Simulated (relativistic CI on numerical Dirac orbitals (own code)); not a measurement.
Ru III: q coefficients and field-shift factors

Calculated at this level of theory: Dirac-Coulomb-Breit CI, KLI orbitals optimised for each configuration, valence Slater integrals scaled by 0.85, P86 correlation energy added to each configuration, derivatives by finite differences, QED left out (own radial code, finite nucleus).

Configuration list (outside the closed core [Ar] 3d10 4s2): 4p⁶4d⁶, 4p⁶4d⁵5s, 4p⁶4d⁵5p, 4p⁶4d⁴5s², 4p⁶4d⁵5d, 4p⁵4d⁷. Levels of other configurations are missing.

With x = (α/α₀)² − 1 an excitation energy changes as ω = ω₀ + qx; K = 2q/ω₀ is the relative enhancement. Terms are leading LS components, so labels can repeat. The field-shift factor is F = δν/δ⟨r²⟩ for the transition from the lowest level.

Lowest level 4p⁶4d⁶ ⁵D4.

```tsv
Level	ω₀ (cm⁻¹)	q (cm⁻¹)	K	F (GHz/fm²)
4p⁶4d⁶ ⁵D3	1056.7	1096	2.07	0.0226
4p⁶4d⁶ ⁵D2	1689.5	1578	1.87	0.0347
4p⁶4d⁶ ⁵D1	2097.3	1930	1.84	0.0426
4p⁶4d⁶ ⁵D0	2292.7	2088	1.82	0.0464
4p⁶4d⁶ ³H6	15314.7	440.7	0.0576	-0.00244
4p⁶4d⁶ ³H4	15462.8	-607.4	-0.0786	0.0424
4p⁶4d⁶ ³H5	15611.3	441.6	0.0566	0.0189
4p⁶4d⁶ ³P2	15904.3	-486.6	-0.0612	0.115
4p⁶4d⁶ ³F4	17192.8	1091	0.127	0.0994
4p⁶4d⁶ ³F3	17412.4	431.9	0.0496	0.141
4p⁶4d⁶ ³F2	17917.7	913.9	0.102	0.149
4p⁶4d⁶ ³P1	19026.2	2559	0.269	0.179
4p⁶4d⁶ ³G5	19078.1	1323	0.139	0.165
```

For a near-neutral ion this model can misplace configurations by up to about 10,000 cm⁻¹ (more where the count of f electrons changes) and terms by 10 to 25 % of their spread. Rates follow the energies as ν³ (E1, M1) or ν⁵ (E2), so they and the lifetimes can be off by large factors. The fine structure of a lone outer electron comes out too small, for d and f at times inverted, and misplaced configurations move strength between like terms.
